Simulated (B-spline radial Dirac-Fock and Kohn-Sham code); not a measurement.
# Elastic electron scattering at 10 keV, Mo to Nd

Calculated with a radial atomic solver, using relativistic (Dirac) partial waves in the static field of the Dirac-Fock atom with Furness-McCarthy exchange, without polarisation or absorption potentials. σ_tr1 and σ_tr2 weight the cross section with 1 − P₁ and 1 − P₂ of cos θ; "backward" is the share scattered beyond 90°.

```
 Z  element  σ (a₀²)  σ_tr1 (a₀²)  σ_tr2 (a₀²)  backward (%)  dσ/dΩ at 90° (a₀²/sr)
42       Mo     2.34       0.0675        0.133          0.62                0.00366
43       Tc     2.47       0.0699        0.137          0.62                0.00380
44       Ru     2.32       0.0723        0.141          0.69                0.00395
45       Rh     2.29       0.0748        0.145          0.73                0.00410
46       Pd     2.13       0.0772        0.149          0.83                0.00425
47       Ag     2.24       0.0797        0.152          0.83                0.00439
48       Cd     2.34       0.0822        0.156          0.83                0.00454
49       In     2.51       0.0848        0.160          0.81                0.00468
50       Sn     2.64       0.0874        0.164          0.80                0.00482
51       Sb     2.74       0.0900        0.168          0.80                0.00496
52       Te     2.81       0.0927        0.172          0.82                0.00509
53        I     2.87       0.0953        0.176          0.83                0.00522
54       Xe     2.92       0.0980        0.180          0.85                0.00535
55       Cs     3.38        0.101        0.184          0.76                0.00547
56       Ba     3.75        0.104        0.188          0.71                0.00559
57       La     3.86        0.106        0.192          0.72                0.00570
58       Ce     3.79        0.109        0.196          0.75                0.00581
59       Pr     3.58        0.111        0.199          0.83                0.00592
60       Nd     3.52        0.114        0.202          0.87                0.00603
```
